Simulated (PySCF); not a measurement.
PySCF input file for 1,3-disilinane (C4H12Si2), SMILES C1C[SiH2]C[SiH2]C1, ωB97X-D3(BJ)/def2-SVP. Coordinates come from a ωB97X-D3(BJ)/def2-SVP optimisation. One conformer was computed; it need not be the lowest.

```python
import numpy as np
from pyscf import gto, scf, dft, df
from pyscf.hessian import thermo

mol = gto.M(
    atom='''
    C     0.27536673    1.80308478   -0.00000001
    C    -0.29105205    1.17942513    1.28945540
    Si    0.16215226   -0.63999850    1.52515455
    C    -0.39197181   -1.59068104    0.00000000
    Si    0.16215226   -0.63999851   -1.52515453
    C    -0.29105205    1.17942511   -1.28945541
    H     1.37664566    1.70668219   -0.00000001
    H     0.07048827    2.88760918   -0.00000001
    H     0.06267222    1.74322323    2.16986037
    H    -1.39300047    1.27015949    1.29445262
    H     1.64796810   -0.75683971    1.66564245
    H    -0.46579872   -1.17206472    2.77404539
    H    -0.00402002   -2.62232710    0.00000000
    H    -1.49480436   -1.64848662    0.00000000
    H    -0.46579872   -1.17206474   -2.77404538
    H     1.64796810   -0.75683972   -1.66564244
    H    -1.39300047    1.27015948   -1.29445262
    H     0.06267222    1.74322322   -2.16986039
    ''',
    basis='def2-SVP',
    charge=0,
    spin=0,
    max_memory=1600,
    verbose=3,
)
mf = dft.RKS(mol, xc='wb97x-d3bj').density_fit(auxbasis='def2-universal-jkfit')
mf.grids.level = 3
mf.conv_tol = 1e-11
mf.max_cycle = 100
mf.kernel()

# [left out here: the lines that compute and print the analytic Hessian (its translational invariance restored by hand, since the grid's response is missing), thermochemistry and intensities]
```

Log of the run:

```
converged SCF energy = -738.523201124017

WARN: DFTD3 does not support analytical Hessian, using finite difference


WARN: Mole.unit (angstrom) is changed to Bohr

Mode                                 0                   1                   2
Irrep
Freq [cm^-1]                      135.3134            135.6272            256.7145
Reduced mass [au]                   2.0167              2.1288              3.4149
Force const [Dyne/A]                0.0218              0.0231              0.1326
Char temp [K]                     194.6858            195.1373            369.3549
Normal mode                   x     y     z       x     y     z       x     y     z
       0   C                -0.00  0.00  0.05    0.07 -0.04  0.00   -0.00  0.00  0.07
       1   C                -0.12 -0.03 -0.01   -0.01  0.01 -0.01   -0.01  0.07  0.09
       2  Si                 0.05  0.02 -0.01   -0.04  0.01  0.04   -0.02  0.06 -0.05
       3   C                -0.00  0.00  0.02    0.14 -0.03  0.00    0.00 -0.00 -0.03
       4  Si                -0.05 -0.02 -0.01   -0.04  0.01 -0.04    0.02 -0.06 -0.05
       5   C                 0.12  0.03 -0.01   -0.01  0.01  0.01    0.01 -0.07  0.09
       6   H                -0.00  0.00  0.15    0.06 -0.15  0.00   -0.00  0.00  0.10
       7   H                -0.00  0.00  0.05    0.18 -0.02  0.00   -0.00  0.00  0.00
       8   H                -0.27  0.01  0.03   -0.02  0.02 -0.00    0.10  0.01  0.09
       9   H                -0.13 -0.13 -0.15   -0.00  0.06 -0.06   -0.00  0.16  0.15
      10   H                 0.07  0.15 -0.12   -0.06  0.03  0.23   -0.01  0.13 -0.15
      11   H                 0.19 -0.04  0.04   -0.19  0.01 -0.03    0.09 -0.04 -0.04
      12   H                -0.00 -0.00  0.00    0.31  0.03  0.00    0.00 -0.00  0.07
      13   H                -0.00  0.00  0.08    0.15 -0.23  0.00    0.00 -0.00 -0.06
      14   H                -0.19  0.04  0.04   -0.19  0.01  0.03   -0.09  0.04 -0.04
      15   H                -0.07 -0.15 -0.12   -0.06  0.03 -0.23    0.00 -0.13 -0.15
      16   H                 0.13  0.13 -0.15   -0.00  0.06  0.05    0.00 -0.16  0.15
      17   H                 0.27 -0.01  0.03   -0.02  0.02  0.00   -0.10 -0.01  0.09
Mode                                 3                   4                   5
Irrep
Freq [cm^-1]                      257.1861            268.9588            384.6716
Reduced mass [au]                   2.2261              2.1868              1.4677
Force const [Dyne/A]                0.0868              0.0932              0.1280
Char temp [K]                     370.0335            386.9718            553.4568
Normal mode                   x     y     z       x     y     z       x     y     z
       0   C                -0.04  0.12 -0.00    0.08 -0.03 -0.00    0.05  0.09 -0.00
       1   C                 0.06  0.02 -0.01   -0.04  0.01 -0.04   -0.00 -0.02 -0.09
       2  Si                -0.03 -0.01 -0.04   -0.01  0.02 -0.07    0.01 -0.01 -0.01
       3   C                 0.02 -0.10  0.00   -0.01 -0.08  0.00   -0.00 -0.01  0.00
       4  Si                -0.03 -0.01  0.04   -0.01  0.02  0.07    0.01 -0.01  0.01
       5   C                 0.06  0.02  0.01   -0.04  0.01  0.04   -0.00 -0.02  0.09
       6   H                -0.03  0.31 -0.00    0.07 -0.21 -0.00    0.06  0.17  0.00
       7   H                -0.23  0.08 -0.00    0.25  0.00 -0.00   -0.05  0.07  0.00
       8   H                 0.15 -0.05  0.01   -0.08 -0.02 -0.00   -0.29  0.01  0.01
       9   H                 0.06  0.06  0.10   -0.04  0.05 -0.13   -0.02 -0.19 -0.31
      10   H                -0.03 -0.08 -0.01    0.02  0.13 -0.23   -0.01 -0.11  0.15
      11   H                -0.08  0.07 -0.03    0.16  0.01  0.00   -0.15  0.10 -0.04
      12   H                 0.21 -0.03 -0.00    0.14 -0.02 -0.00   -0.15 -0.06 -0.00
      13   H                 0.04 -0.28  0.00   -0.00 -0.22  0.00   -0.01  0.14  0.00
      14   H                -0.08  0.07  0.03    0.16  0.01 -0.00   -0.15  0.10  0.04
      15   H                -0.03 -0.08  0.01    0.02  0.13  0.23   -0.01 -0.11 -0.15
      16   H                 0.06  0.06 -0.10   -0.04  0.05  0.13   -0.02 -0.19  0.31
      17   H                 0.15 -0.05 -0.01   -0.08 -0.02  0.00   -0.29  0.01 -0.01
Mode                                 6                   7                   8
Irrep
Freq [cm^-1]                      511.7245            531.3428            594.3407
Reduced mass [au]                   1.3406              1.4985              1.9938
Force const [Dyne/A]                0.2068              0.2493              0.4150
Char temp [K]                     736.2576            764.4839            855.1239
Normal mode                   x     y     z       x     y     z       x     y     z
       0   C                -0.00 -0.00  0.04   -0.02 -0.03  0.00   -0.02 -0.08  0.00
       1   C                 0.01  0.01  0.03   -0.02 -0.01 -0.01    0.03 -0.06  0.02
[...]
       3   C                 0.00  0.00 -0.00   -0.00  0.00 -0.00   -0.00 -0.00 -0.00
       4  Si                -0.00  0.01  0.02    0.00 -0.00  0.00    0.00  0.00  0.00
       5   C                 0.00 -0.00  0.00    0.00 -0.01  0.01    0.04 -0.02  0.03
       6   H                -0.00  0.00 -0.00   -0.71  0.08 -0.00    0.00 -0.00  0.00
       7   H                 0.00  0.00 -0.00    0.13 -0.59  0.00    0.00 -0.00  0.00
       8   H                -0.00  0.00 -0.00    0.05  0.07  0.11   -0.13 -0.19 -0.30
       9   H                 0.00  0.00 -0.00   -0.08  0.00 -0.00    0.57 -0.05  0.01
      10   H                 0.36 -0.02  0.03   -0.00  0.00  0.00    0.00 -0.00 -0.00
      11   H                -0.25 -0.21  0.49   -0.00  0.00  0.00    0.00  0.00 -0.00
      12   H                -0.00  0.00  0.00    0.00 -0.00  0.00   -0.00 -0.00  0.00
      13   H                 0.00 -0.00 -0.00    0.00 -0.00  0.00    0.00 -0.00  0.00
      14   H                -0.25 -0.21 -0.49   -0.00  0.00 -0.00   -0.00 -0.00 -0.00
      15   H                 0.36 -0.02 -0.03   -0.00  0.00 -0.00   -0.00  0.00 -0.00
      16   H                 0.00  0.00  0.00   -0.08  0.00  0.00   -0.57  0.05  0.01
      17   H                -0.00  0.00  0.00    0.05  0.07 -0.11    0.13  0.19 -0.30
Mode                                42                  43                  44
Irrep
Freq [cm^-1]                     3061.7627           3084.3082           3102.7863
Reduced mass [au]                   1.0664              1.0621              1.1035
Force const [Dyne/A]                5.8901              5.9527              6.2594
Char temp [K]                    4405.1948           4437.6327           4464.2187
Normal mode                   x     y     z       x     y     z       x     y     z
       0   C                -0.02  0.00  0.00    0.00 -0.00 -0.00    0.06 -0.07  0.00
       1   C                 0.04 -0.02 -0.02    0.00  0.00  0.00    0.00 -0.01 -0.01
       2  Si                 0.00  0.00 -0.00   -0.00  0.00  0.00    0.00  0.00 -0.00
       3   C                -0.00 -0.00  0.00   -0.05 -0.05 -0.00   -0.00  0.00 -0.00
       4  Si                 0.00  0.00  0.00   -0.00  0.00 -0.00    0.00  0.00  0.00
       5   C                 0.04 -0.02  0.02    0.00  0.00 -0.00    0.00 -0.01  0.01
       6   H                 0.28 -0.02 -0.00   -0.01  0.00 -0.00   -0.54  0.04  0.00
       7   H                 0.00 -0.04 -0.00   -0.00  0.00  0.00   -0.14  0.73 -0.00
       8   H                 0.12  0.17  0.28   -0.00 -0.01 -0.01    0.05  0.08  0.12
       9   H                -0.55  0.04 -0.00   -0.00  0.00  0.00   -0.07  0.00  0.00
      10   H                -0.00 -0.00  0.00    0.00  0.00 -0.00   -0.00  0.00  0.00
      11   H                -0.00 -0.00  0.00    0.00  0.00 -0.00   -0.00 -0.00  0.00
      12   H                -0.00 -0.00 -0.00   -0.21  0.51  0.00    0.00 -0.00 -0.00
      13   H                 0.01  0.00 -0.00    0.79  0.03  0.00    0.00 -0.00  0.00
      14   H                -0.00 -0.00 -0.00    0.00  0.00  0.00   -0.00 -0.00 -0.00
      15   H                -0.00 -0.00 -0.00    0.00  0.00  0.00   -0.00  0.00 -0.00
      16   H                -0.55  0.04  0.00   -0.00  0.00 -0.00   -0.07  0.00 -0.00
      17   H                 0.12  0.17 -0.27   -0.00 -0.01  0.01    0.05  0.08 -0.12
Mode                                45                  46                  47
Irrep
Freq [cm^-1]                     3120.6375           3122.5908           3155.5122
Reduced mass [au]                   1.1017              1.1013              1.1025
Force const [Dyne/A]                6.3212              6.3269              6.4679
Char temp [K]                    4489.9025           4492.7129           4540.0795
Normal mode                   x     y     z       x     y     z       x     y     z
       0   C                -0.00  0.00 -0.00   -0.01  0.00 -0.00   -0.00 -0.00 -0.00
       1   C                 0.05  0.02  0.04   -0.05 -0.02 -0.04    0.00 -0.00 -0.00
       2  Si                 0.00  0.00  0.00   -0.00 -0.00 -0.00    0.00 -0.00  0.00
       3   C                -0.00 -0.00 -0.00   -0.00 -0.00  0.00    0.07 -0.06  0.00
       4  Si                -0.00 -0.00  0.00   -0.00 -0.00  0.00    0.00 -0.00 -0.00
       5   C                -0.05 -0.02  0.04   -0.05 -0.02  0.04    0.00 -0.00  0.00
       6   H                 0.00 -0.00  0.00    0.16 -0.01 -0.00    0.00 -0.00  0.00
       7   H                 0.00 -0.00 -0.00    0.01 -0.03  0.00   -0.00  0.00  0.00
       8   H                -0.18 -0.29 -0.44    0.17  0.28  0.43    0.00  0.00  0.00
       9   H                -0.36  0.04  0.00    0.37 -0.04 -0.01   -0.00  0.00  0.00
      10   H                -0.00  0.00 -0.00    0.00 -0.00  0.00   -0.00  0.00 -0.00
      11   H                -0.00 -0.00 -0.00    0.00 -0.00  0.00   -0.00  0.00 -0.00
      12   H                -0.00  0.00 -0.00   -0.00  0.01  0.00   -0.27  0.73  0.00
      13   H                 0.00  0.00 -0.00    0.02  0.00  0.00   -0.54 -0.04 -0.00
      14   H                 0.00  0.00 -0.00    0.00 -0.00 -0.00   -0.00  0.00  0.00
      15   H                 0.00 -0.00 -0.00    0.00 -0.00 -0.00   -0.00  0.00  0.00
      16   H                 0.36 -0.04  0.00    0.37 -0.04  0.01   -0.00  0.00 -0.00
      17   H                 0.18  0.29 -0.44    0.17  0.28 -0.43    0.00  0.00 -0.00
temperature 298.1500 [K]
pressure 101325.00 [Pa]
Rotational constants [GHz] 2.80161 2.24772 1.38575
Symmetry number 1
Zero-point energy (ZPE) 0.14696 [Eh]   385837.981 [J/mol]
                           tot       elec      trans        rot        vib
Entropy [J/mol/K]       356.412      0.000    168.064    117.156     71.192
Cv [J/mol/K]            132.250      0.000     12.472     12.472    107.306
Cp [J/mol/K]            140.564      0.000     20.786     12.472    107.306
Internal energy [J/mol]                      3718.434   3718.434 399021.524
Internal energy [Eh]   -738.36839  -738.52320
Enthalpy [J/mol]                             6197.391   3718.434 399021.524
Enthalpy [Eh]          -738.36745
Gibbs free energy [J/mol]                  -43911.013 -31211.675 377795.683
Gibbs free energy [Eh] -738.40792
mode   freq/cm-1   IR/(km/mol)
   1      135.31         0.313
   2      135.63         0.198
   3      256.71         0.555
   4      257.19         0.079
   5      268.96         1.146
   6      384.67         1.258
   7      511.72         6.908
   8      531.34         2.504
   9      594.34         9.714
  10      631.37         3.934
  11      644.91         3.034
  12      651.01         4.237
  13      681.67        31.823
  14      746.17         0.647
  15      768.09        48.653
  16      800.27        39.529
  17      835.98        65.506
  18      838.03        86.534
  19      902.51        52.911
  20      944.26       227.589
  21      960.33       147.480
  22      968.05        40.954
  23      988.21        58.799
  24     1004.19         1.636
  25     1060.01         3.878
  26     1070.19        61.206
  27     1092.76        22.185
  28     1165.98        31.949
  29     1249.49         0.691
  30     1282.17        13.832
  31     1327.14         0.156
  32     1378.28         7.246
  33     1390.10        11.587
  34     1427.82         5.813
  35     1443.90        15.193
  36     1491.13         3.071
  37     2224.30         0.327
  38     2230.62       245.285
  39     2232.08       279.598
  40     2237.11        55.884
  41     3053.81        35.079
  42     3061.63        10.793
  43     3061.76         7.768
  44     3084.31         1.209
  45     3102.79        32.278
  46     3120.64         8.991
  47     3122.59        17.073
  48     3155.51         0.643
max |gradient| / (hartree/bohr): 2.6640642871963484e-05
APT charges: [ 0.1446 -0.282   1.1681 -0.6803  1.1681 -0.282  -0.0256 -0.0689 -0.0076
 -0.0139 -0.2794 -0.3005  0.0344  0.0264 -0.3005 -0.2794 -0.0139 -0.0076]
```

The run converged.
